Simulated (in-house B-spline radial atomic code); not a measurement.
## RPA and G0W0 on LDA VWN5: Cd III (Cd2+)

Configuration [Kr] 4d10, mean-field start LDA VWN5. Computed with a B-spline radial code for spherical atoms: all electrons, non-relativistic, point nucleus, each spin shell either full or empty, empty states to l = 9 with an (l + 1/2)⁻⁴ tail; G0W0 by contour deformation at full frequency.

Without relativity these are model numbers: it shifts the levels of so heavy an element strongly and can reorder them.

Command:
```bash
python run_gw.py task.json out
```
Settings (radii: box in bohr, nucleus in fm):
```
Z                        48
electrons                46
configuration            [Kr] 4d10
hamiltonian              nr
method                   lda,vwn
lmax                     9
spin_polarised           False
box_radius               17.55
intervals                54
```

Run time, properties included: 1.5 s on 1 thread of Intel(R) Xeon(R) 6975P-C (shared host).

Energies (hartree):

| term | value |
| --- | --- |
| mean-field total | -5461.44675 |
| Hartree-Fock functional on these orbitals | -5464.28327 |
| direct second order | -4.0743 |
| second-order exchange | 1.1212 |
| SOSEX correction | 1.0392 |

Question: What is the RPA correlation energy, and what remains with SOSEX?

Answer: RPA gives -3.5545 hartree (-2.1 eV per electron); RPA + SOSEX gives -2.5153, and the second-order doubles -2.9531 hartree (no singles). RPA lacks exchange-type terms and so overcorrelates at short range.

Quasi-particle levels (eV):

| level | occupied | mean field | Σx - vxc | Σc | QP weight | G0W0 |
| --- | --- | --- | --- | --- | --- | --- |
| 4d | yes | -31.12 | -8.06 | ? | ? | ? |
| 5s | no | -20.570 | 6.19 | -1.97 | 0.962 | -16.352 |

G0W0 = mean field + (Σx - vxc) + Σc, with Σc (partial-wave tail included) taken at the quasi-particle energy. Only the outer levels were computed. Levels of low weight are left out.

Question: Where does G0W0 put 4d?

Answer: At -38.50 eV, with Σc = 0.68 eV and a quasi-particle weight of 0.902. The tabulated removal energy is 37.468 ± 0.006 eV (NIST, measured); the calculation leaves out relativity, Breit and QED terms, and what these don't explain is the method's own error.
